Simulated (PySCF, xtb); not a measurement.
AsH3, SMILES [AsH3] (connectivity only; charge and spin as stated), charge +1, multiplicity 2.

Harmonic wavenumbers (cm⁻¹) from xtb 6.7.1 with GFN2-xTB at its own minimum, in rising order: 750, 806, 808, 1926, 1944, 1945.

What does PySCF 2.14.0 with B3LYP-D3(BJ)/def2-TZVPD give at its own minimum? (An estimate is asked for; the answer gives what the named calculation found.)

708, 923, 923, 2256, 2324, 2324. Paired by order, the mean absolute difference is 227 cm⁻¹ and the zero-point energies are 11.7 and 13.5 kcal/mol.
